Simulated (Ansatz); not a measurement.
`N[Si](F)(F)[SiH3]` + HCl → `N[Si](F)([SiH3])Cl` + H–F at 600 K and 1 bar (ligand exchange at the Si–F bond).

Gas-phase electronic energies from Ansatz, PBE0-D4/def2-TZVP geometries. CCSD(T)/CBS is the MP2 limit (def2-TZVPP, def2-QZVPP) plus CCSD(T) − MP2 in def2-TZVPP, frozen cores. This one scheme is used for every species. Each species was taken in one conformer, which may not be the lowest.

| species | CCSD(T)/CBS energy (Eh) | H − E (kJ/mol) | S (J/(mol·K)) |
| --- | --- | --- | --- |
| `N[Si](F)(F)[SiH3]` | -835.62453 | 219.2 | 469.9 |
| HCl | -460.38127 | 35.4 | 207.2 |
| `N[Si](F)([SiH3])Cl` | -1195.59251 | 217.8 | 484.3 |
| H–F | -100.39570 | 42.3 | 194.0 |

H − E and S are ideal-gas, rigid-rotor, harmonic terms from PBE0-D4/def2-TZVP, for one conformer and one mirror image of each species. 1 Eh = 2625.50 kJ/mol, R = 8.31446 J/(mol·K).

Task: By hand: ΔE, ΔH, ΔS and ΔG.

Result: ΔE = (-1195.59251) + (-100.39570) − (-835.62453) − (-460.38127) = 0.01759 Eh = 46.2 kJ/mol. Δ(H − E) = 217.8 + 42.3 − 219.2 − 35.4 = 5.5, so ΔH = 51.7 kJ/mol. ΔS = 484.3 + 194.0 − 469.9 − 207.2 = 1.2 J/(mol·K). ΔG = 51.7 − 600 × (1.2)/1000 = 51.0 kJ/mol.

Task: By hand: the equilibrium constant, and the temperature at which ΔG would vanish if ΔH and ΔS stayed fixed.

Result: log₁₀ K = −ΔG/(RT ln 10) = -4.4. ΔG = 0 at ΔH/ΔS = 43083 K, far beyond where these terms or the molecules hold.

The number of gas molecules stays the same, so ΔS is small and ΔH decides. A doubt of 5 kJ/mol in ΔE shifts log₁₀ K by 0.4 here. Other conformers and mirror images would add mixing entropy, several J/(mol·K) or more a flexible species. These are equilibria of isolated gas molecules and say nothing of rates. Largest T1 diagnostic: 0.012 (customary marks: 0.02 for closed shells, 0.045 for open ones).
